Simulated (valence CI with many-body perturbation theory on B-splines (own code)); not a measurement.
Values are calculated unless marked as measured or tabulated.
# Energy levels of K⁶⁺

Level of theory: relativistic CI+MBPT: three valence electrons over a frozen Dirac-Fock core [Ne], radial functions for each j: 11 s, 11 p, 9 d, 7 f, 5 g, 2 h, 1 i, with the one-electron correlation potential Σ1 (screened to all orders), the two-electron term Σ2, the three-electron term Σ3, Breit, model QED; selected single and double excitations, second order for the rest, scaled by the run's own slope (own B-spline code, finite nucleus).

Set against measurement, 57 paired levels are off by 92 cm⁻¹ on average, the worst by 206. These come from a selection out of Sansonetti, J. Phys. Chem. Ref. Data 37, 7 (2008). Levels without a partner in it may be off by more.

Levels 46 to 71 of 71, with energies above the lowest level, 3s²3p ²P°_1/2. "Leading %" is the weight of the configuration and term that name the level; weights of strongly mixed levels are sums over their largest components and can fall short. In the jj column 3d3/2^4 stands for four electrons in 3d with j = 3/2.

| No. | Configuration | Term | J | E (cm⁻¹) | Leading % | Second component | Leading jj |
| --- | --- | --- | --- | --- | --- | --- | --- |
| 46 | 3p²3d | ⁴F | 3/2 | 508810 | 99 |  | 3p1/2 3p3/2 3d3/2 (40 %) |
| 47 | 3p²3d | ⁴F | 5/2 | 509470 | 98 |  | 3p1/2 3p3/2 3d3/2 (55 %) |
| 48 | 3p²3d | ⁴F | 7/2 | 510390 | 98 |  | 3p1/2 3p3/2 3d5/2 (59 %) |
| 49 | 3p²3d | ⁴F | 9/2 | 511530 | 98 |  | 3p3/2^2 3d5/2 (58 %) |
| 50 | 3p²3d | ²P | 3/2 | 517090 | 88 | 6 % 3s3d² ²P | 3p1/2 3p3/2 3d5/2 (45 %) |
| 51 | 3p²3d | ²P | 1/2 | 518700 | 64 | 30 % 3p²3d ⁴D | 3p1/2 3p3/2 3d3/2 (68 %) |
| 52 | 3p²3d | ⁴D | 3/2 | 520690 | 94 |  | 3p1/2 3p3/2 3d5/2 (35 %) |
| 53 | 3p²3d | ⁴D | 5/2 | 520900 | 98 |  | 3p3/2^2 3d3/2 (30 %) |
| 54 | 3p²3d | ⁴D | 1/2 | 521060 | 69 | 28 % 3p²3d ²P | 3p3/2^2 3d5/2 (41 %) |
| 55 | 3p²3d | ⁴D | 7/2 | 521590 | 98 |  | 3p3/2^2 3d5/2 (48 %) |
| 56 | 3p²3d | ²G | 7/2 | 528570 | 85 | 12 % 3s3d² ²G | 3p1/2 3p3/2 3d3/2 (49 %) |
| 57 | 3p²3d | ²G | 9/2 | 528910 | 85 | 12 % 3s3d² ²G | 3p1/2 3p3/2 3d5/2 (50 %) |
| 58 | 3p²3d | ²D | 5/2 | 545570 | 80 | 15 % 3s3d² ²D | 3p1/2 3p3/2 3d5/2 (58 %) |
| 59 | 3p²3d | ²D | 3/2 | 546020 | 82 | 15 % 3s3d² ²D | 3p1/2 3p3/2 3d3/2 (34 %) |
| 60 | 3p²3d | ⁴P | 5/2 | 550750 | 95 |  | 3p1/2 3p3/2 3d5/2 (42 %) |
| 61 | 3p²3d | ⁴P | 3/2 | 551390 | 97 |  | 3p3/2^2 3d3/2 (33 %) |
| 62 | 3p²3d | ⁴P | 1/2 | 551790 | 98 |  | 3p3/2^2 3d3/2 (51 %) |
| 63 | 3s3p4s | ⁴P° | 1/2 | 566250 | 98 |  | 3s 3p1/2 4s (89 %) |
| 64 | 3s3p4s | ⁴P° | 3/2 | 567320 | 98 |  | 3s 3p1/2 4s (59 %) |
| 65 | 3p²3d | ²P | 1/2 | 568790 | 72 | 21 % 3s3d² ²P | 3p1/2 3p3/2 3d5/2 (51 %) |
| 66 | 3s3p4s | ⁴P° | 5/2 | 569300 | 98 |  | 3s 3p3/2 4s (98 %) |
| 67 | 3p²3d | ²P | 3/2 | 569340 | 54 | 17 % 3s3d² ²P | 3p1/2 3p3/2 3d5/2 (23 %) |
| 68 | 3s²4d | ²D | 3/2 | 570750 | 65 | 14 % 3p²3d ²P | 3s^2 4d3/2 (65 %) |
| 69 | 3s²4d | ²D | 5/2 | 570920 | 86 | 8 % 3p²3d ²D | 3s^2 4d5/2 (86 %) |
| 70 | 3p²3d | ²S | 1/2 | 572160 | 83 | 12 % 3s3d² ²S | 3p1/2 3p3/2 3d3/2 (26 %) |
| 71 | 3p²3d | ²D | 3/2 | 573140 | 66 | 21 % 3s²4d ²D | 3s^2 4d3/2 (21 %) |

Names give the largest LS component (configuration and term), which can be under half, so a name can repeat, a term be missing and a line seem to break the LS rules; names also repeat where a configuration has a term twice.

Where two levels of one J and parity lie close, their mixing, g and order are uncertain.
